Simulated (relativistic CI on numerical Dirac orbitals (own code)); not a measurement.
## Crystal-field levels of Os4+, 5d4

Calculated by Dirac-Coulomb-Breit CI, separate exchange-only KLI orbitals for each configuration, model QED, valence Slater integrals scaled by 0.8, one configuration in a parametric crystal field (own radial code).

Field parameters in Wybourne normalisation: Oh B⁴₀ = 21Dq, B⁴₄ = √(5/14) B⁴₀. The field is a parameter set, without covalency.

S and J are read from ⟨S²⟩ = S(S + 1) and ⟨J²⟩ = J(J + 1) of each level; they are not fictitious spins.

Oh, 10Dq = 8500 cm⁻¹, the lowest 16 levels:

| E (cm⁻¹) | Degeneracy | Irrep | S | J |
| --- | --- | --- | --- | --- |
| 0.0 | 1 | A1 | 1.60 | 1.49 |
| 3858 | 3 | T1 | 1.82 | 1.96 |
| 6232 | 2 | E | 1.90 | 2.46 |
| 6987 | 3 | T2 | 1.92 | 2.74 |
| 7969 | 1 | A2 | 1.94 | 3.00 |
| 12510 | 3 | T2 | 1.35 | 3.45 |
| 13009 | 1 | A1 | 1.40 | 3.35 |
| 13291 | 3 | T1 | 1.59 | 3.38 |
| 13756 | 2 | E | 1.26 | 3.78 |
| 14755 | 1 | A1 | 1.71 | 3.48 |
| 14940 | 3 | T2 | 1.67 | 3.27 |
| 15307 | 3 | T1 | 1.65 | 3.70 |
| 16887 | 3 | T1 | 1.49 | 3.54 |
| 17162 | 2 | E | 1.46 | 3.80 |
| 17508 | 3 | T2 | 1.56 | 3.91 |
| 20790 | 3 | T1 | 1.14 | 4.16 |

Oh, 10Dq = 42500 cm⁻¹, the lowest 16 levels:

```tsv
E (cm⁻¹)	Degeneracy	Irrep	S	J
0.0	1	A1	1.00	3.96
3940	3	T1	1.04	4.02
6879	3	T2	0.91	3.93
7040	2	E	0.96	3.71
16081	3	T2	0.29	4.37
16669	2	E	0.23	4.47
28420	1	A1	0.28	3.80
30968	1	A2	1.97	3.01
31052	3	T2	1.96	2.94
31150	2	E	1.95	2.91
31229	3	T1	1.94	2.86
31374	1	A1	1.92	2.90
43668	3	T1	0.97	4.66
44553	1	A1	1.04	4.30
45429	3	T1	1.04	4.16
46203	3	T2	0.99	4.82
```

Oh, 10Dq = 35700 cm⁻¹, the lowest 16 levels:

| E (cm⁻¹) | Degeneracy | Irrep | S | J |
| --- | --- | --- | --- | --- |
| 0.0 | 1 | A1 | 1.02 | 3.83 |
| 4125 | 3 | T1 | 1.06 | 3.95 |
| 7123 | 3 | T2 | 0.92 | 3.94 |
| 7255 | 2 | E | 0.98 | 3.67 |
| 16231 | 3 | T2 | 0.34 | 4.38 |
| 16857 | 2 | E | 0.28 | 4.51 |
| 24762 | 1 | A2 | 1.97 | 3.01 |
| 24910 | 3 | T2 | 1.95 | 2.94 |
| 25079 | 2 | E | 1.93 | 2.93 |
| 25175 | 3 | T1 | 1.92 | 2.87 |
| 25264 | 1 | A1 | 1.90 | 2.83 |
| 27995 | 1 | A1 | 0.34 | 3.90 |
| 37274 | 3 | T1 | 0.98 | 4.61 |
| 38375 | 1 | A1 | 1.03 | 4.28 |
| 39089 | 3 | T1 | 1.06 | 4.13 |
| 39946 | 2 | E | 1.03 | 4.07 |

Levels of this model without a field, named by their leading LS term (the scale mimics covalency, so terms lie below those of the real free ion): 5D_0 0, 5D_1 3715, 5D_2 7118, 5D_3 9886, 5D_4 11838, 3P_0 17684, 3H_4 18818, 3G_3 22666 cm⁻¹.
